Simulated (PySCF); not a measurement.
Cl2HOZr, SMILES [OH][Zr+]([Cl])[Cl], charge +1, multiplicity 1.

Geometry: B3LYP-D3(BJ)/def2-SVP. The multiplicity is an assumed one; other spin states were not compared. The isomer is the one that the SMILES or the coordinates give; other isomers of the formula were not compared. The def2 effective core potentials stand for the cores of Zr; spin–orbit coupling is left out. Other conformers were not sampled.

Two levels are set side by side: PBE/def2-TZVPD (PySCF) and ωB97X/def2-TZVPD (PySCF). Same geometry, gas phase. Differences are taken from unrounded values.

```tsv
quantity	ωB97X	PBE	PBE minus ωB97X
orbital gap (eV)	10.13	3.52	-6.61
highest occupied level (eV)	-16.66	-12.97	3.69
lowest empty level (eV)	-6.53	-9.45	-2.92
mean polarisability (bohr³)	62.6	66.6	4.0
```

Without exact exchange PBE keeps part of each electron's self-repulsion, which lifts occupied levels and narrows the gap. Loosely held outer electrons make PBE densities more polarisable. Differences between two approximate levels are no errors against the true value.

Rough cost on one machine, each run with all the roots and properties that it gave: ωB97X against PBE within a factor of 2.
